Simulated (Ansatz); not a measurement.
Relaxation of H₄HfO₃S (9 atoms, charge 0, multiplicity 1), to a largest force component of 0.03 eV/Å in at most 50 steps.

Method: Ansatz 0.2.0, RKS BLYP/def2-SVP.

```xyz
9
Properties=species:S:1:pos:R:3
Hf 0.013 -0.109 0.230
O -1.106 0.241 -1.748
S 1.929 -1.050 -0.981
H 0.993 -0.643 -1.899
O 0.468 1.535 1.141
O -0.756 -1.405 1.449
H -1.296 1.166 -1.999
H 0.836 2.260 1.665
H -1.081 -1.996 2.141
```

**Question.** Where does it end, and by what steps?

**Answer.** The run converged. The force dipped under the threshold on the way, but the program's further checks kept it going. After 19 steps the energy has fallen by 0.975 eV; H4 moved furthest, 1.16 Å. Parted: Hf1–H4.

| step | energy less start (eV) | largest force component (eV/Å) | accepted |
| --- | --- | --- | --- |
| 0 | 0.0000 | 2.925 | yes |
| 1 | -0.6539 | 1.211 | yes |
| 2 | -0.8010 | 0.704 | yes |
| 3 | -0.8718 | 0.434 | yes |
| 4 | -0.9010 | 0.478 | yes |
| 5 | -0.9322 | 0.173 | yes |
| 6 | -0.9430 | 0.021 | yes |
| 7 | -0.8828 | 1.733 | no |
| 8 | -0.9436 | 0.047 | yes |
| 9 | -0.9463 | 0.086 | yes |
| 10 | -0.9414 | 0.609 | no |
| 11 | -0.9491 | 0.086 | yes |
| 12 | -0.9523 | 0.167 | yes |
| 13 | -0.9548 | 0.337 | yes |
| 14 | -0.9563 | 0.312 | yes |
| 15 | -0.9703 | 0.103 | yes |
| 16 | -0.9742 | 0.041 | yes |
| 17 | -0.9752 | 0.010 | yes |
| 18 | -0.9752 | 0.057 | yes |
| 19 | -0.9753 | 0.024 | yes |

```xyz
9
Properties=species:S:1:pos:R:3
Hf -0.069 -0.091 0.102
O -1.345 0.499 -1.239
S 1.767 -1.377 -1.025
H 2.108 -0.324 -1.829
O 0.693 1.466 0.980
O -0.828 -1.361 1.358
H -2.024 0.816 -1.850
H 1.045 2.212 1.482
H -1.346 -1.839 2.020
```

Whether the end is a true minimum wasn't checked by a vibrational analysis.

Run time: 57 s on 2 threads of Arm Neoverse V1, with other jobs on the host, peak memory 0.16 GiB.
